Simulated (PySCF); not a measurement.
CH₉AlO₂Si₂, triplet, at the geometry of the source list (a higher spin typed on purpose: for a closed-shell molecule this is an excited state), with bond 14-12 at 1.8 times its length; CASSCF(2,4)+NEVPT2/STO-3G (PySCF).

Here is a job for PySCF.
```python
from pyscf import gto, scf, mcscf, mrpt
import numpy

mol = gto.Mole()
mol.atom = '''
    Al    0.239100    0.350800    0.319700
    C     1.122100    1.705400    1.469400
    H     1.771100    1.241900    2.212400
    H     0.382500    2.313800    1.991400
    H     1.727500    2.390300    0.874700
    O    -0.904900    0.822900   -0.817600
    Si   -2.004100    1.221900   -1.946300
    H    -3.321900    0.906300   -1.390500
    H    -1.731600    0.450400   -3.159300
    H    -1.841200    2.659700   -2.179500
    O     0.603900   -1.285300    0.445700
    Si    0.922300   -2.878500    0.525400
    H    -0.330400   -3.557300    0.866300
    H     2.740840   -3.193500    2.412880
    H     1.433100   -3.288900   -0.785700
'''
mol.basis = 'sto-3g'
mol.charge = 0
mol.spin = 2
mol.verbose = 4
mol.build()

mf = scf.ROHF(mol)
mf.kernel()
mc = mcscf.CASSCF(mf, 4, 2)
mc.fix_spin_(ss=2.0)
mc.kernel()
occ = numpy.linalg.eigvalsh(mc.fcisolver.make_rdm1(mc.ci, mc.ncas, mc.nelecas))[::-1]
ss = mc.fcisolver.spin_square(mc.ci, mc.ncas, mc.nelecas)[0]
print('natural occupations', occ.round(4), ' <S^2>', round(ss, 4))
e2 = mrpt.NEVPT(mc).kernel()
print('E(NEVPT2) = %.10f' % (mc.e_tot + e2))
```

The log (banner, timings and long lists left out):

```
PySCF version 2.14.0

[INPUT] verbose = 4
[INPUT] num. atoms = 15
[INPUT] num. electrons = 72
[INPUT] charge = 0
[INPUT] spin (= nelec alpha-beta = 2S) = 2
[INPUT] symmetry False subgroup None
[INPUT] Mole.unit = angstrom
[INPUT] Symbol           X                Y                Z      unit          X                Y                Z       unit  Magmom
[...]
nuclear repulsion = 410.530182779566
number of shells = 33
number of NR pGTOs = 153
number of NR cGTOs = 51
basis = sto-3g
ecp = {}

******** <class 'pyscf.scf.rohf.ROHF'> ********
method = ROHF
initial guess = minao
damping factor = 0
level_shift factor = 0
DIIS = <class 'pyscf.scf.diis.CDIIS'>
diis_start_cycle = 1
diis_space = 8
diis_damp = 0
SCF conv_tol = 1e-09
SCF conv_tol_grad = None
SCF max_cycles = 50
direct_scf = True
direct_scf_tol = 1e-13
num. doubly occ = 35  num. singly occ = 2
Set gradient conv threshold to 3.16228e-05
init E= -1000.02404788094
[...]
cycle= 1 E= -1000.29271744626  delta_E= -0.269  |g|= 0.707  |ddm|= 3.21
[...]
cycle= 2 E= -999.931310907681  delta_E= 0.361  |g|= 0.758  |ddm|= 1.92
[...]
cycle= 3 E= -1000.49477007093  delta_E= -0.563  |g|= 0.222  |ddm|= 1.55
[...]
cycle= 4 E= -1000.5122305453  delta_E= -0.0175  |g|= 0.0885  |ddm|= 0.232
[...]
cycle= 5 E= -1000.51524988618  delta_E= -0.00302  |g|= 0.0369  |ddm|= 0.131
[...]
cycle= 6 E= -1000.51593183449  delta_E= -0.000682  |g|= 0.00865  |ddm|= 0.0564
[...]
cycle= 7 E= -1000.51596067224  delta_E= -2.88e-05  |g|= 0.00304  |ddm|= 0.0171
[...]
cycle= 8 E= -1000.51597074779  delta_E= -1.01e-05  |g|= 0.00154  |ddm|= 0.0118
[...]
cycle= 9 E= -1000.5159751353  delta_E= -4.39e-06  |g|= 0.000249  |ddm|= 0.00475
[...]
cycle= 10 E= -1000.51597520371  delta_E= -6.84e-08  |g|= 5.13e-05  |ddm|= 0.000603
[...]
cycle= 11 E= -1000.51597520542  delta_E= -1.71e-09  |g|= 1.93e-05  |ddm|= 0.00013
[...]
cycle= 12 E= -1000.51597520582  delta_E= -3.98e-10  |g|= 8.66e-06  |ddm|= 6.81e-05
[...]
Extra cycle  E= -1000.51597520574  delta_E= 8.09e-11  |g|= 1.05e-05  |ddm|= 5.63e-05
converged SCF energy = -1000.51597520574

******** <class 'pyscf.mcscf.mc1step.CASSCF'> ********
CAS (2e+0e, 4o), ncore = 35, nvir = 12
max_cycle_macro = 50
max_cycle_micro = 4
conv_tol = 1e-07
conv_tol_grad = None
orbital rotation max_stepsize = 0.02
orbital rotation threshold for CI restart = 0.01
augmented hessian ah_max_cycle = 30
augmented hessian ah_conv_tol = 1e-12
augmented hessian ah_linear dependence = 1e-14
augmented hessian ah_level shift = 1e-08
[...]
CASCI E = -1000.51597520574  S^2 = 2.0000000
CASSCF energy = -1000.51597520574
CASCI E = -1000.51597520574  E(CI) = -0.904875954237696  S^2 = 2.0000000
[...]
4 H 1s          -0.00031   0.00026  -0.11655   0.01183
5 O 1s           0.00016   0.00033  -0.00071   0.00439
5 O 2s          -0.01201  -0.02401   0.04567  -0.28059
5 O 2px         -0.00969  -0.01692  -0.14568  -0.07409
5 O 2py          0.01562   0.02657  -0.02911   0.03848
5 O 2pz         -0.00753  -0.01324   0.14715  -0.01839
6 Si 1s          0.00001   0.00002  -0.00005   0.00031
6 Si 2s         -0.00004  -0.00007   0.00018  -0.00106
6 Si 3s          0.00366   0.00752  -0.02437   0.14700
6 Si 2px        -0.00014  -0.00026   0.00298  -0.00383
6 Si 2py         0.00001   0.00001   0.00004   0.00159
6 Si 2pz        -0.00015  -0.00028  -0.00139  -0.00452
6 Si 3px         0.00631   0.01208  -0.11060   0.19328
6 Si 3py        -0.00108  -0.00166   0.00332  -0.08004
6 Si 3pz         0.00664   0.01277   0.03607   0.21548
7 H 1s          -0.00139  -0.00250  -0.07737  -0.04457
8 H 1s           0.00002  -0.00008   0.06191  -0.02341
9 H 1s          -0.00410  -0.00717   0.03066  -0.03059
10 O 1s          0.00030   0.00086  -0.00064   0.00416
10 O 2s         -0.02226  -0.05524   0.04083  -0.26657
10 O 2px        -0.11531  -0.18849  -0.15901   0.01473
10 O 2py         0.01600   0.03811  -0.00879  -0.09491
10 O 2pz        -0.12038  -0.19485   0.13989   0.04927
11 Si 1s         0.00009   0.00059  -0.00003   0.00022
11 Si 2s         0.00247  -0.00006   0.00012  -0.00077
11 Si 3s         0.15934   0.41804  -0.01600   0.10320
11 Si 2px       -0.00055  -0.00796   0.00177   0.00221
11 Si 2py        0.00069   0.00291   0.00130  -0.00639
11 Si 2pz       -0.00048  -0.00802  -0.00208   0.00066
11 Si 3px        0.22154   0.49234  -0.05318  -0.09275
11 Si 3py       -0.04266  -0.11158  -0.05422   0.28831
11 Si 3pz        0.22955   0.50741   0.06819  -0.03088
12 H 1s         -0.08102  -0.16823  -0.06128  -0.02959
13 H 1s          0.90959  -0.41247  -0.00060   0.00387
14 H 1s         -0.08115  -0.16834   0.06781  -0.00921
<CAS-nat-orb|mo-hf>  36     36       1.00000000
<CAS-nat-orb|mo-hf>  37     37       1.00000000
<CAS-nat-orb|mo-hf>  38     38       1.00000000
<CAS-nat-orb|mo-hf>  39     39       1.00000000
Sr    (-1)',   E = -0.00000004298269
Si    (+1)',   E = -0.00014196625001
Sijrs (0)  ,   E = -0.15684730300767
Sijr  (+1) ,   E = -0.05851910291186
Srsi  (-1) ,   E = -0.00333913715088
Srs   (-2) ,   E = -0.00000008042425
Sij   (+2) ,   E = -0.01104555810716
Sir   (0)' ,   E = -0.00141542943847
Nevpt2 Energy = -0.231308620272990
E(NEVPT2) = -1000.7472838260
```
